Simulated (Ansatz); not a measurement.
Gas-phase electronic energies from Ansatz, PBE0-D4/def2-TZVP geometries. CCSD(T)/CBS is the MP2 limit (def2-TZVPP, def2-QZVPP) plus CCSD(T) − MP2 in def2-TZVPP, frozen cores. This one scheme is used for every species. DFT in def2-TZVPP. For Br outer-core shells are correlated without core-valence functions, which leaves a few kJ/mol of doubt a bond. Scalar relativity is left out up to krypton. Each species was taken in one conformer, which may not be the lowest.

`NB(Cl)Br` + H₂ → `NBBr` + HCl  (hydrogenolysis of a B–Cl bond)

CCSD(T)/CBS gives +0.55 eV.

Task: Another level gave +0.56 eV. Which?
A. CAM-B3LYP/def2-TZVPP
B. r2SCANh-D4/def2-TZVPP
C. CAM-B3LYP-D4/def2-TZVPP
D. ωB97M-V/def2-TZVPP

Result: D. ωB97M-V 0.56, CAM-B3LYP-D4 0.51, r2SCANh-D4 0.61, CAM-B3LYP 0.47 eV.

Largest T1 diagnostic among the species: 0.010.

In def2-TZVPP, CCSD(T) changes the Hartree–Fock value by +0.17 eV (the triples alone add +0.05 eV) and MP2 by +0.28 eV. At CCSD(T), def2-SVP lies +0.03 eV from the extrapolated value and def2-TZVPP −0.03 eV.
